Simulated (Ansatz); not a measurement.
Single points on the cluster Si4Se4.

```yaml
crystal:
  periodic: [false, false, false]
  atoms:
    - {symbol: Si, position_ang: [-0.943727, -1.002367, 1.398126]}
    - {symbol: Si, position_ang: [0.441079, -1.614514, -1.100297]}
    - {symbol: Si, position_ang: [0.673649, 0.896629, 1.183534]}
    - {symbol: Si, position_ang: [-0.381879, 1.673106, -1.349328]}
    - {symbol: Se, position_ang: [1.804120, 0.544924, -0.849595]}
    - {symbol: Se, position_ang: [0.437480, -2.808975, 0.864582]}
    - {symbol: Se, position_ang: [-1.735715, -0.572552, -0.831121]}
    - {symbol: Se, position_ang: [-0.294997, 2.883749, 0.684099]}
basis:
  gaussian: {orbitals: def2-TZVP, initial_orbitals: start.molden}
hamiltonian: {xc: pbe, dispersion: d4}
scf: {omitted_lower_state_checks: [starts]}
output: {orbitals: {seedname: orbitals}}
```

The file start.molden holds the orbitals of an earlier run on this structure, at another level or in another basis.

```sh
$ ansatz run in.yaml --threads 4 --pin off --events-out ev --progress --plain --max-ram 6963MiB
```

It prints (some lines left out):

```
Functional definition: PBE
2556 factors; their error is unknown
mean field evaluation 1: about -292859.6924 eV, gradient 2.0e1 eV
mean field evaluation 2: about -292859.9448 eV, gradient 3.7e-1 eV
mean field evaluation 4: about -292859.8164 eV, gradient 1.6e-1 eV
mean field -292859.81642013 eV, -10762.3997459264 hartree, gradient 3.1e-5 eV, S^2 0.000000; 0 other end points of the search recorded, 0 dependent functions left out
reference -292859.81646057 eV, -10762.3997474127 hartree; 96, 96 occupied and 244, 244 virtual orbitals, 2556 factors
Total energy: -292860.80383619 eV, -10762.4360327976 hartree
Checks for a lower state left out: starts
```

Run time 17 s (4 threads of Arm Neoverse N1 on a shared host), peak host memory 0.96 GiB.

First input, but with `gaussian: {orbitals: def2-TZVP}`, `hamiltonian: {xc: pbe0, dispersion: d4}` (abridged; 53 s):

```
Functional definition: PBE0
mean field evaluation 16: about -292870.2709 eV, gradient 7.2e-4 eV
mean field -292870.27092421 eV, -10762.7839418651 hartree, gradient 3.9e-5 eV, S^2 0.000000
Total energy: -292871.12972386 eV, -10762.8155021701 hartree
Checks for a lower state left out: starts
```

First input, but with `hamiltonian: {xc: r2scan, dispersion: d4}` (abridged; 38 s):

```
Functional definition: r2SCAN
mean field -292910.24805357 eV, -10764.2530742718 hartree, gradient 1.3e-5 eV, S^2 0.000000
Total energy: -292910.45077100 eV, -10764.2605239997 hartree
Checks for a lower state left out: starts
```

Geometry: PBE-D4/def2-SVP, that of the charge +1 doublet.

The structure comes from a short search, and lower isomers may exist.
